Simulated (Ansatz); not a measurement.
A correction line for B2PLYP/def2-TZVPP: atomisation energy

The atomisation energy (no zero-point term) in kJ/mol of 6 B-containing molecules: x at B2PLYP/def2-TZVPP, y at CCSD(T)/CBS estimate. Shapes, held fixed at every level: PBE0-D4/def2-TZVP. Flexible molecules stand in one conformer, not always the lowest. Programs: Ansatz 0.2.0.

| molecule | x (kJ/mol) | y (kJ/mol) |
| --- | --- | --- |
| B2H6O2 (SMILES [BH2-]1[OH+][BH2-][OH+]1) | 3651 | 3677 |
| C4H4BN (SMILES b1ccccn1) | 4655 | ? |
| BH(CH3)2(NH3) | 5044 | 5079 |
| C3H11BO (SMILES C[OH+][BH-](C)C) | 5887 | 5937 |
| B(CH3)3(OH2) | 5964 | 6019 |
| C6H18B2O2 (SMILES CC[BH-]1[O+](C)[BH-](CC)[O+]1C) | 10965 | 11061 |

Q: Fit y = c + s·x to the known rows and predict y for C4H4BN.

A: 
1. Means of the 5 rows: x = 6302.20, y = 6354.6.
2. Σ(Δx)² = 30640403, Σ(Δx·Δy) = 30935702, so the slope is 30935702/30640403 = 1.0096.
3. Intercept: 6354.6 − (1.0096) × 6302.20 = -8.1. The largest residual of the fit is 5.9.
4. C4H4BN: -8.1 + 1.0096 × 4655 = 4692 kJ/mol.

CCSD(T)/CBS estimate gives 4644 kJ/mol, so the prediction is off by +48 kJ/mol, more than the largest residual. Uncorrected, B2PLYP/def2-TZVPP misses C4H4BN by +11 kJ/mol, and the other rows by 52 on average. The line makes this one worse. C6H18B2O2 lies far out in x and weighs most in the slope. Left out in turn, the other rows are missed by 7 kJ/mol on average, so the withheld one doesn't follow the line. The CBS estimate extrapolates MP2 from def2-TZVPP and def2-QZVPP and adds CCSD(T) − MP2 in the triple-zeta set, cores frozen.
